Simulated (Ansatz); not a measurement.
Reaction (redistribution): `B[BH][GeH3]` + `C[Si](O)(F)Cl` → `B[Si](C)(F)Cl` + `O[BH][GeH3]`

Gas-phase electronic energies from Ansatz, PBE0-D4/def2-TZVP geometries. CBS: MP2 limit from def2 TZ/QZ plus the TZ coupled-cluster correction, frozen cores. Functionals use def2-TZVPP. B3LYP here is the variant with VWN-RPA as its local correlation; programs differ in this. For Ge outer-core shells are correlated without core-valence functions, which leaves a few kJ/mol of doubt a bond. Scalar relativity is left out up to krypton. Each species was taken in one conformer, which may not be the lowest.

`B[BH][GeH3]`:

Z-matrix (Å, degrees):
```
Ge
B 1 2.082
H 1 1.540 2 108.9
H 1 1.538 2 114.7 3 -121.0
H 1 1.540 2 109.0 3 117.9
B 2 1.604 1 112.0 3 120.9
H 2 1.194 1 115.2 3 -59.1
H 6 1.201 2 121.6 1 86.1
H 6 1.201 2 121.7 1 -86.1
```

`C[Si](O)(F)Cl`:

```xyz
9

C     0.833   -0.663   -0.699
Si   -0.205    0.271    0.490
O    -1.328    1.115   -0.323
F     0.698    1.260    1.350
Cl   -1.105   -0.961    1.857
H     0.224   -1.376   -1.258
H     1.617   -1.212   -0.174
H     1.301    0.024   -1.407
H    -2.035    1.542    0.164
```

`B[Si](C)(F)Cl`:

Cartesian coordinates in Å:
```
B 1.383 -1.138 -0.575
Si 0.332 0.241 0.417
C -1.348 0.734 -0.179
F 1.161 1.582 0.689
Cl 0.155 -0.750 2.226
H 0.824 -2.040 -1.123
H 2.577 -1.141 -0.549
H -1.974 -0.148 -0.326
H -1.833 1.389 0.549
H -1.276 1.270 -1.129
```

`O[BH][GeH3]`:

Z-matrix (Å, degrees):
```
Ge
B 1 2.071
H 1 1.542 2 110.4
H 1 1.542 2 110.4 3 117.2
H 1 1.539 2 113.6 3 -121.4
O 2 1.348 1 118.7 3 121.2
H 2 1.204 1 121.6 3 -58.8
H 6 0.962 2 113.7 1 -180.0
```

Task: Is it downhill or uphill in electronic energy at CCSD(T)/CBS, and by how much? (An estimate is asked.)

Result: The calculation gave: Uphill: ΔE = +16.3 kJ/mol.

Task: What do these levels give: PBE-D4, B3LYP-D4, PBE0, B3LYP, SCS-MP2/def2-TZVPP, MP2/CBS(def2)? (Best estimate.)

Result: Ansatz gave: PBE-D4 13.3, B3LYP-D4 16.9, PBE0 15.6, B3LYP 15.5, SCS-MP2/def2-TZVPP 12.5, MP2/CBS(def2) 18.6 kJ/mol.

Largest T1 diagnostic among the species: 0.013.

In def2-TZVPP, CCSD(T) changes the Hartree–Fock value by −5.8 kJ/mol (the triples alone add −1.7 kJ/mol) and MP2 by −3.5 kJ/mol. From PBE to PBE0 (25 % exact exchange), in def2-TZVPP and without D4, ΔE moves by +3.1 kJ/mol.
